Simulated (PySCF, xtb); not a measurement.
PbFCl, SMILES [Pb]([F])[Cl] (connectivity only; charge and spin as stated), neutral, multiplicity 1.

Harmonic wavenumbers (cm⁻¹) from GFN2-xTB run with xtb 6.7.1 at its own minimum, in rising order: 94, 264, 363.

**Question.** What does r2SCAN-D4/def2-TZVP in PySCF give at its own minimum? (Estimate from the structure and the level; the computed values follow.)

**Answer.** 132, 317, 533. Paired by order, the mean absolute difference is 87 cm⁻¹ and the zero-point energies are 1.0 and 1.4 kcal/mol.
